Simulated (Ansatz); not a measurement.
**Worked example: the barrier**

An elementary step of BSiH4F3, singlet (BF₃ ([F][B]([F])[F]) + SiH₄ → BSiH₃F₂ ([F][B]([F])[SiH3]) + HF; bonds formed: B1–Si6, F2–H5; bonds broken: B1–F2, H5–Si6). “Start” is the structure reached by relaxing down from the saddle towards the reactants; PBE0-D4/def2-TZVP structures. The saddle:

B1  (-0.418, 0.409, -0.930)
F2  (0.915, 1.323, -1.200)
F3  (-0.494, -0.490, -1.906)
F4  (-1.438, 1.237, -0.726)
H5  (0.910, 0.696, -0.284)
Si6  (0.140, -0.588, 0.967)
H7  (0.308, 0.280, 2.159)
H8  (-1.166, -1.290, 1.035)
H9  (1.244, -1.577, 0.886)
(Å)

Computed with Ansatz 0.2.0 (basis: def2-TZVPP and def2-QZVPP); correlated methods freeze the cores.

Energies in eV:

| quantity | saddle | start |
| --- | --- | --- |
| Hartree–Fock, triple zeta (X = 3) | -16720.29243 | -16724.15923 |
| Hartree–Fock, quadruple zeta (X = 4) | -16720.92763 | -16724.81199 |
| MP2 correlation, X = 3 | -27.66889 | -26.65682 |
| MP2 correlation, X = 4 | -30.11339 | -29.07503 |
| CCSD(T) correlation, X = 3 | -29.25336 | -28.27243 |

**Question.** Work out the barrier at the basis limit: extrapolate Hartree–Fock as E(X) = E∞ + A exp(−7.88 √X) and the MP2 correlation as E(X) = E∞ + B X^−2.97 (the exponents that Neese and Valeev fitted for def2-TZVPP and QZVPP), then add CCSD(T) − MP2 in triple zeta.

**Answer.** Each step is linear, so take the differences first (saddle − start): Hartree–Fock 3.86680 (X = 3) and 3.88436 (X = 4); MP2 correlation -1.01207 and -1.03836; CCSD(T) correlation -0.98093.
Two points give E∞ = E(4) + w [E(4) − E(3)], with w = 1/(exp(7.88 (2 − √3)) − 1) = 0.1377 for Hartree–Fock and w = 1/((4/3)^2.97 − 1) = 0.7407 for the correlation.
Hartree–Fock: 3.88436 + 0.1377 × 0.01756 = 3.8868 eV.
MP2 correlation: -1.03836 + 0.7407 × (-0.02629) = -1.0578 eV.
CCSD(T) − MP2: -0.98093 − (-1.01207) = 0.0311 eV.
Sum: 3.8868 + (-1.0578) + 0.0311 = 2.8601 eV, or 65.96 kcal/mol. Plain CCSD(T) in triple zeta gives 2.8859 eV, so the larger basis shifts the result by -0.0258 eV.

The T1 diagnostic stays at or below 0.014.

Labels in which every atom is bracketed show which atoms are joined, not bond orders.

For scale, one of the runs: CCSD(T)/def2-TZVPP, 222 basis functions, launched by `ansatz run in.yaml --threads 4 --pin off --events-out ev --progress --plain --max-ram 9574MiB`. Hardware: 4 CPU threads of an Arm Neoverse V1, shared host. Wall time 110 s; peak host memory 3.7 GiB.
